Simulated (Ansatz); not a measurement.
`C#C[SiH](O)[AlH][CH3]`, relaxed with RKS PBE0-D4/def2-TZVP in Ansatz 0.2.0 from a PBE-D4/def2-SVP geometry. The force threshold is 0.005 eV/Å; the program also tests the step.

Charge 0, multiplicity 1.

Start:

```xyz
13

C     2.603    1.048   -0.602
C     1.705    0.242   -0.847
Si    0.297   -0.922   -1.144
O    -0.496   -0.536   -2.594
Al   -1.436   -0.646    0.598
C    -1.142    0.640    2.055
H     3.398    1.752   -0.392
H     0.938   -2.293   -1.223
H     0.084   -0.514   -3.376
H    -2.781   -1.520    0.495
H    -0.198    0.408    2.594
H    -1.965    0.677    2.797
H    -1.006    1.663    1.639
```

Question: By how much does the energy fall, and how many steps does the optimiser take? (An estimate is asked.)

Answer: The calculation gave: 8.00 kJ/mol, in 9 steps.

Question: Which bonds change most? (An estimate is asked.)

Answer: Computed: Si3–O4 from 1.697 to 1.658 Å; C1–C2 from 1.231 to 1.208 Å; Si3–H8 from 1.516 to 1.495 Å; C6–H13 from 1.112 to 1.096 Å.

Question: Give the relaxed structure. (An estimate is asked.)

Answer: The calculation gave: 
```xyz
13

C     2.554    1.042   -0.589
C     1.671    0.259   -0.847
Si    0.276   -0.897   -1.156
O    -0.442   -0.550   -2.610
Al   -1.444   -0.628    0.597
C    -1.120    0.635    2.048
H     3.338    1.729   -0.365
H     0.919   -2.246   -1.207
H     0.120   -0.555   -3.387
H    -2.780   -1.491    0.520
H    -0.183    0.393    2.562
H    -1.921    0.664    2.789
H    -0.988    1.645    1.645
```
